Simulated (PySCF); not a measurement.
**[Zr(OH)2(H)2] (charge 0, multiplicity 1)**

All values below come from TPSSh-D3(BJ)/def2-TZVP // PBE-D3(BJ)/def2-SVP in PySCF.

```json
{
 "HOMO": "-7.04 eV",
 "dipole_moment": "0.711 e·Å",
 "HOMO–LUMO gap": "5.31 eV",
 "LUMO": "-1.74 eV",
 "charge on the central atom (Mulliken)": "1.24 e",
 "total_energy": "-5444.15 eV",
 "cost": "about 80 core-seconds (a rough figure)"
}
```

```xyz
7

Zr    -0.0026     0.0182    -0.1534
O      0.2481    -1.7311    -0.8880
H      0.1616    -2.5369    -1.4172
O     -1.4187     1.0728    -0.8913
H     -2.1700     1.3809    -1.4182
H      1.5947     0.9667    -0.4311
H     -0.3728    -0.1988     1.6751
```
